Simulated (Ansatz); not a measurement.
`[F][Ge]([F])([SiH3])[Cl]` → `[F][Ge][F]` + `[SiH3]Cl`  (germylene formation by 1,1-elimination)

Gas-phase electronic energies from Ansatz, PBE0-D4/def2-TZVP geometries. CCSD(T)/CBS is the MP2 limit (def2-TZVPP, def2-QZVPP) plus CCSD(T) − MP2 in def2-TZVPP, frozen cores. This one scheme is used for every species. Functionals use def2-TZVPP. B3LYP here is the variant with VWN-RPA as its local correlation; programs differ in this. HSE06 is defined as in plane-wave codes. For Ge outer-core shells are correlated without core-valence functions, which leaves a few kJ/mol of doubt a bond. Scalar relativity is left out up to krypton.

```tsv
level	ΔE (kJ/mol)	difference from CCSD(T)/CBS
PBE-D4	38.1	2.2
BLYP-D4	10.5	-25.4
r2SCAN-D4	52.2	16.3
B97M-V	47.9	12.0
PBE0-D4	52.4	16.5
B3LYP-D4	25.2	-10.7
r2SCANh-D4	54.8	18.9
r2SCAN0-D4	58.6	22.7
HSE06-D4	52.7	16.8
BHLYP-D4	42.0	6.1
CAM-B3LYP-D4	30.7	-5.2
ωB97X-V	44.9	9.0
ωB97M-V	27.3	-8.6
B2PLYP	26.9	-9.0
PBE-QIDH	60.1	24.2
revPBE	15.1	-20.8
BLYP	-7.3	-43.2
r2SCAN	49.8	13.9
PBE0	44.3	8.4
B3LYP	10.6	-25.3
r2SCANh	52.2	16.3
r2SCAN0	55.7	19.8
HSE06	45.0	9.1
BHLYP	28.0	-7.9
CAM-B3LYP	22.1	-13.8
LC-ωPBE	48.5	12.6
RPA@PBE/def2-TZVPP	37.3	1.4
HF/def2-SVP	37.7	1.8
MP2/def2-SVP	55.5	19.6
CCSD/def2-SVP	44.9	9.0
CCSD(T)/def2-SVP	46.5	10.6
HF/def2-TZVPP	31.3	-4.6
MP2/def2-TZVPP	53.2	17.3
SCS-MP2/def2-TZVPP	43.5	7.6
CCSD/def2-TZVPP	48.3	12.4
CCSD(T)/def2-TZVPP	50.7	14.8
HF/def2-QZVPP	28.9	-7.0
SCS-MP2/def2-QZVPP	35.9	0.0
MP2/CBS(def2)	38.4	2.5
CCSD/CBS(def2)	33.5	-2.4
CCSD(T)/CBS	35.9	0
```

Largest T1 diagnostic among the species: 0.015.

From BLYP to BHLYP (50 % exact exchange), in def2-TZVPP and without D4, ΔE moves by +35.3 kJ/mol. The D4 term adds +14.6 kJ/mol with B3LYP and +8.1 kJ/mol with PBE0; it sums over pairs of atoms, weighted by their polarisabilities, and B3LYP, whose exchange is more repulsive, gets the larger term.
